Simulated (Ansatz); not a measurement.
`[CH3][Sn]([SH])([Cl])[Cl]` + H₂O → `[CH3][Sn]([OH])([Cl])[Cl]` + H₂S  (formal hydrolysis of the Sn–S bond)

Isolated molecules relaxed with PBE0-D4/def2-TZVP in Ansatz; ΔE leaves out vibrations. CCSD(T)/CBS adds triple-zeta CCSD(T) − MP2 to the extrapolated MP2 energy (def2 sets, frozen cores). This one scheme is used for every species. DFT in def2-TZVPP. B3LYP here is the variant with VWN-RPA as its local correlation; programs differ in this. HSE06 is defined as in plane-wave codes. Elements past krypton have def2 core potentials. For Sn outer-core shells are correlated without core-valence functions, which leaves a few kJ/mol of doubt a bond. One conformer a species, not always the lowest.

| level | ΔE (kcal/mol) | difference from CCSD(T)/CBS |
| --- | --- | --- |
| revPBE-D4 | 9.2 | 0.3 |
| BLYP-D4 | 7.7 | -1.2 |
| r2SCAN-D4 | 8.1 | -0.8 |
| B97M-V | 7.2 | -1.7 |
| PBE0-D4 | 10.2 | 1.3 |
| B3LYP-D4 | 8.5 | -0.4 |
| r2SCANh-D4 | 8.7 | -0.2 |
| r2SCAN0-D4 | 9.3 | 0.4 |
| HSE06-D4 | 10.2 | 1.3 |
| BHLYP-D4 | 9.1 | 0.2 |
| CAM-B3LYP-D4 | 7.0 | -1.9 |
| ωB97X-V | 7.2 | -1.7 |
| ωB97M-V | 8.2 | -0.7 |
| B2PLYP | 7.3 | -1.6 |
| PBE-QIDH | 9.5 | 0.6 |
| PBE | 8.4 | -0.5 |
| revPBE | 8.1 | -0.8 |
| BLYP | 6.0 | -2.9 |
| r2SCAN | 7.9 | -1.0 |
| PBE0 | 9.3 | 0.4 |
| B3LYP | 7.0 | -1.9 |
| r2SCANh | 8.4 | -0.5 |
| r2SCAN0 | 9.0 | 0.1 |
| HSE06 | 9.4 | 0.5 |
| BHLYP | 7.3 | -1.6 |
| LC-ωPBE | 7.1 | -1.8 |
| MP2/def2-SVP | 7.1 | -1.8 |
| CCSD/def2-SVP | 7.0 | -1.9 |
| CCSD(T)/def2-SVP | 7.0 | -1.9 |
| HF/def2-TZVPP | 6.8 | -2.1 |
| MP2/def2-TZVPP | 9.2 | 0.3 |
| SCS-MP2/def2-TZVPP | 7.7 | -1.2 |
| CCSD/def2-TZVPP | 7.6 | -1.3 |
| CCSD(T)/def2-TZVPP | 7.8 | -1.1 |
| HF/def2-QZVPP | 6.6 | -2.3 |
| MP2/def2-QZVPP | 9.8 | 0.9 |
| SCS-MP2/def2-QZVPP | 8.2 | -0.7 |
| HF/CBS(def2) | 6.5 | -2.4 |
| MP2/CBS(def2) | 10.3 | 1.4 |
| CCSD/CBS(def2) | 8.7 | -0.2 |
| CCSD(T)/CBS | 8.9 | 0 |

Largest T1 diagnostic among the species: 0.012.

At CCSD(T), def2-SVP lies −1.9 kcal/mol from the extrapolated value and def2-TZVPP −1.1 kcal/mol. The D4 term adds +1.5 kcal/mol with B3LYP and +0.8 kcal/mol with PBE0; it sums over pairs of atoms, weighted by their polarisabilities, and B3LYP, whose exchange is more repulsive, gets the larger term.
